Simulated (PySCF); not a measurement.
**How methods differ on the excitation energy of Sn**

Sn [Kr] 4d10 5s2 5p2 (3P) → Sn [Kr] 4d10 5s1 5p3 (5S), as a difference of total energies. All numbers are calculated (PySCF 2.14, a scalar-relativistic core potential, in def2-TZVPPD with the def2 core potential (28 electrons)). Correlated levels: valence: 4s2 4p6 4d10 frozen. The calculations carry no spin-orbit coupling.

```csv
method,excitation energy (eV)
UHF,2.961
MP2 (valence),3.717
SCS-MP2 (valence),4.055
CCSD (valence),3.920
CCSD(T) (valence),3.954
```

Q: How much does correlation contribute at CCSD(T) (valence)?

A: 3.954 − (2.961) = 0.993 eV, measured against UHF.

Errors of the correlated levels include the incompleteness of this basis and the frozen core.

For comparison: 4.607 eV (measured; NIST levels, between the centres of gravity of the two terms).
